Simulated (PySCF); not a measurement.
# How methods differ on the excitation energy of Ru

Ru [Kr] 4d7 5s1 (5F) → Ru [Kr] 4d8 (3F), as a difference of total energies. All numbers are calculated (PySCF 2.14, the spin-free X2C one-electron Hamiltonian (Gaussian nucleus), in x2c-QZVPPall). Correlated levels: valence: [Kr] frozen; valence and next inner shell: [Ar] 3d10 frozen. The calculations carry no spin-orbit coupling.

```
                                method  excitation energy (eV)
                                   UHF                   2.274
                                   LDA                   0.973
                                   PBE                   1.078
                                  PBE0                   1.225
                                r2SCAN                   1.419
                                PBEsol                   1.089
                                 M06-L                   0.951
                               LC-wPBE                   1.055
                         MP2 (valence)                   1.095
                     SCS-MP2 (valence)                   0.822
    MP2 (valence and next inner shell)                   1.037
SCS-MP2 (valence and next inner shell)                   0.907
```

**Question.** How much does correlation contribute at MP2 (valence and next inner shell)?

**Answer.** 1.037 − (2.274) = -1.237 eV, measured against UHF.

A first-order spin-orbit estimate (lowest level to lowest level, LS coupling) adds 0.012 eV.
